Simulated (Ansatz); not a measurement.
Basis-set extrapolation for C₂H₅ClSi (`[SiH3]/C=C/Cl`) (PBE0-D4/def2-TZVP geometry, frozen core, the Gaussian-basis code of Ansatz). Multiplicity 1, RHF reference.

```csv
,def2-TZVPP,def2-QZVPP
HF,-827.106403,-827.131712
MP2 correlation,-0.638575,-0.687760
CCSD(T) correlation,-0.719398,not run
```

Energies in hartree. Use E(X) = E(∞) + A·exp(−7.88·√X) for Hartree–Fock and E(X) = E(∞) + B·X^(−2.97) for correlation, with X = 3 and 4, and add CCSD(T) minus MP2 of the smaller set to the MP2 limit.

Problem. What is the CCSD(T) energy at the basis-set limit?

Solution. HF limit: -827.131712 + (-0.025309) × 0.13774 = -827.13520. MP2 limit: -0.687760 + (-0.049185) × 0.74074 = -0.72419. Higher-order term: -0.719398 − (-0.638575) = -0.08082. Total: -827.94021 hartree, 300.4 kJ/mol below CCSD(T)/def2-TZVPP.
